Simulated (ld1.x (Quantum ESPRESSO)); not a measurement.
## Before and after: TM potential for gallium (Ga)

```
Element                 : Ga
Generator               : ld1.x (Quantum ESPRESSO) 7.5
Type                    : norm-conserving Troullier–Martins (Kleinman–Bylander form)
Functional              : LDA (PZ)
Relativity              : scalar-relativistic
Frozen core             : [Ar] 3d10
Valence charge          : 3
Reference configuration : 4s1 4p0 (charge +2)
Partial waves           : 4s (bound): rc 1.85 bohr; 4p (bound, empty): rc 1.80 bohr
Local potential         : the p channel
Core correction         : none
```

Change: wave 4p (bound): rc 1.80 bohr becomes 4p (bound): rc 2.20 bohr.

Cutoffs: the cutoffs (Ry, on a coarse ladder) from which the occupation-weighted sum of valence levels, in a spherical-Bessel basis at the reference potential, stays within 10 and 1 mRy of its value at 400 Ry; they do not see the model core or the augmentation charge, which bear on the density cutoff. Errors are all-electron minus pseudo energies relative to the spin-unpolarised reference configuration.

Task: How do hardness, ghosts and transferability respond?

Result: The potential gets harder (12 Ry and 35 Ry → 15 Ry and 35 Ry); both files keep a bound ghost (s); the errors of the 9 common tests hardly move.

| quantity | base | changed |
| --- | --- | --- |
| cutoff, loose | 12 Ry | 15 Ry |
| cutoff, tight | 35 Ry | 35 Ry |
| bound ghosts | s | s |
| error for 4s2 4p1, meV [ΔE -27.39 eV] | +238 | +234 |
| error for 4s2 4p0, meV [ΔE -21.50 eV] | +146 | +144 |
| error for 4s2 4p0.5, meV [ΔE -25.27 eV] | +199 | +196 |
| error for 4s2 4p1.3, meV [ΔE -27.97 eV] | +252 | +248 |
| error for 4s1 4p2, meV [ΔE -20.78 eV] | +171 | +170 |
| error for 4s1 4p1, meV [ΔE -14.05 eV] | +78 | +78 |
| error for 4s0 4p3, meV [ΔE -13.85 eV] | +153 | +152 |
| error for 4s1 4p0 (spin-polarised), meV [ΔE -0.31 eV] | +316 | +316 |
| error for 4s2 4p1 (spin-polarised), meV [ΔE -27.53 eV] | +256 | +253 |

 A true bound ghost makes a file unfit for plane-wave use even where its test errors are small: the radial tests pick states by their node count and pass the ghost by.
